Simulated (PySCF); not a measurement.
## Basis and Hamiltonian dependence of the excitation energy of Be

Be [He] 2s2 (1S) → Be [He] 2s1 2p1, s spin flipped. All values are computed (PySCF 2.14, energy differences of UHF-based or UKS calculations, no spin-orbit coupling). Values in eV.

```tsv
basis	Hamiltonian	functions	UHF	PBE	PBE0	MP2 (valence)
x2c-TZVPPall with one added diffuse shell of s type	spin-free X2C	20	3.525	3.252	3.370	3.697
def2-TZVPPD	non-relativistic	22	3.488	3.229	3.351	3.679
aug-pcseg-2	non-relativistic	24	3.493	3.243	3.365	3.669
cc-pVTZ	non-relativistic	30	3.490	3.222	3.345	3.657
x2c-QZVPPall with one added diffuse shell each of s, p type	spin-free X2C	40	3.478	3.212	3.337	3.645
aug-cc-pVTZ with one added diffuse shell each of s, p, d, f type	non-relativistic	62	3.480	3.214	3.339	3.637
dyall-acv3z	spin-free X2C	76	3.476	3.207	3.333	3.645
dyall-av3z	non-relativistic	76	3.474	3.205	3.331	3.643
aug-cc-pVQZ-DK	spin-free X2C	80	3.478	3.209	3.335	3.638
```

Question: Estimate the row for aug-cc-pV5Z (non-relativistic, 127 functions).

Answer: From the rows with the same Hamiltonian and similar size; the calculation gives UHF 3.47; PBE 3.20; PBE0 3.33; MP2 (valence) 3.63 (eV).

Frozen in the all-electron rows: valence: 1s2.

In the upper determinant the s electron has its spin opposite to the other open shell, which mixes two multiplicities.
